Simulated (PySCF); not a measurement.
1,3-azasiletidine (C2H7NSi), SMILES C1NC[SiH2]1.

Geometry: PBE-D3(BJ)/def2-SVP.

Method: PySCF with TDA-PBE/def2-SVPD.

Vertical excitations. Isolated molecule, no solvent. State labels are in the subgroup Cs.

Task: List the lowest excited states. (An estimate is asked for; the answer gives what the named calculation found.)

Result: 
| state | symmetry | energy (eV) | λ (nm) | f | main pairs |
|---|---|---|---|---|---|
| S1 | A" | 4.56 | 272 | 0.001 | HOMO→LUMO 100 % |
| S2 | A' | 5.19 | 239 | 0.008 | HOMO→LUMO+1 98 % |
| S3 | A' | 5.51 | 225 | 0.002 | HOMO→LUMO+2 99 % |
| S4 | A' | 6.01 | 206 | 0.004 | HOMO→LUMO+3 96 % |
| S5 | A' | 6.35 | 195 | 0.009 | HOMO→LUMO+4 97 % |
| S6 | A' | 6.66 | 186 | 0.037 | HOMO→LUMO+5 97 % |
| S7 | A" | 6.67 | 186 | 0.002 | HOMO→LUMO+6 100 % |
| S8 | A" | 6.75 | 184 | 0.015 | HOMO−2→LUMO 93 % |
| S9 | A' | 6.93 | 179 | 0.101 | HOMO−1→LUMO 88 % |
| S10 | A" | 7.08 | 175 | 0.046 | HOMO−1→LUMO+1 93 % |
| T1 | A" | 4.49 | 276 | 0 | HOMO→LUMO 100 % |
| T2 | A' | 4.94 | 251 | 0 | HOMO→LUMO+1 99 % |
| T3 | A' | 5.38 | 230 | 0 | HOMO→LUMO+2 99 % |
| T4 | A' | 5.82 | 213 | 0 | HOMO→LUMO+3 99 % |
Triplets are in the Tamm–Dancoff approximation.
